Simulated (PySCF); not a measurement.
**Zn²⁺: ionisation energy**

Zn²⁺ [Ar] 3d10 (1S) → Zn³⁺ [Ar] 3d9 (2D), as a difference of total energies. All numbers are calculated (PySCF 2.14, scalar relativity by spin-free X2C-1e, in aug-cc-pVDZ-DK). Correlated levels: valence: [Ar] frozen. The calculations carry no spin-orbit coupling.

| method | ionisation energy (eV) | difference from reference (eV) |
| --- | --- | --- |
| UHF | 37.080 | -2.643 |
| M06-2X | 39.287 | -0.436 |
| LDA | 40.639 | +0.916 |
| MP2 (valence) | 39.918 | +0.195 |
| SCS-MP2 (valence) | 39.565 | -0.158 |

Reference: 39.723 eV (measured; NIST Atomic Spectra Database, ionization energies).

The reference lies between the lowest fine-structure levels, while these numbers refer to the centres of the terms.

Errors of the correlated levels include the incompleteness of this basis and the frozen core.
